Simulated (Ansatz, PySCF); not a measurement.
Molecule: sum formula MgO$_{2}$H$_{2}$, charge 0, multiplicity 1. 
Coordinates optimised at B3LYP-D3(BJ)/def2-TZVP (Ansatz, a first-principles code):
SMILES: [OH][Mg][OH]
```xyz
5

Mg     0.0004     0.0016     0.0001
O     -0.1688    -0.0543     1.7626
O      0.1669     0.0477    -1.7630
H      0.1455    -0.1716     2.6519
H     -0.1357     0.2061    -2.6500
```

Property: atomisation energy (electronic, to ground-state atoms), in kcal/mol. Cores are frozen in the correlated levels unless marked. UHF or UKS for open shells. No spin-orbit coupling. No relativistic terms. The coupled-cluster limit lacks core correlation, which all-electron functionals hold. CBS marks a two-point X^-3 extrapolation of the correlation energy; Hartree-Fock from the larger set.

| level | program | atomisation energy (kcal/mol) |
|---|---|---|
| BLYP/def2-TZVPD | Ansatz | 393.5 |
| B97M-V/def2-TZVPD | Ansatz | 389.9 |
| M06-2X/def2-TZVPD | PySCF | 392.6 |
| RPA@PBE/def2-QZVPP | Ansatz | 375.0 |
| MP2/def2-QZVPP | Ansatz | 415.0 |
| RI-MP2/def2-TZVPPD | Ansatz | 407.0 |
| CCSD(T)/CBS(def2-TZVPP,def2-QZVPP) | Ansatz | 402.6 |
